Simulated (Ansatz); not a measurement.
[WO3Br]- (WBrO₃⁻) was relaxed with B3LYP-D4 (def2-SVPD) in Ansatz in these states: charge -1 singlet, neutral doublet. The geometries follow in no particular order.

In the def2 sets W takes a core potential; there is no spin–orbit coupling.

A:

```xyz
5

W     0.0283    0.0877    0.0131
O    -0.0609    1.2212   -1.2785
O    -0.5357    0.8404    1.4584
O     1.8491   -0.2422    0.3101
Br   -1.2808   -1.9071   -0.5031
```

B:

```tsv
atom	x (Å)	y (Å)	z (Å)
W1	-0.1257	0.0447	0.0762
O2	-0.4635	-1.0846	1.3726
O3	0.1310	1.6406	0.7523
O4	-1.4931	0.0940	-1.0181
Br5	1.9512	-0.6948	-1.1830
```

**Question.** Judge from the bond lengths which geometry belongs to which state (an estimate).

**Answer.** A is the neutral doublet (W1–O4 1.874 Å, W1–Br5 2.441 Å, W1–O2 1.721 Å); B is the charge -1 singlet (W1–O4 1.752 Å, W1–Br5 2.539 Å, W1–O2 1.752 Å).
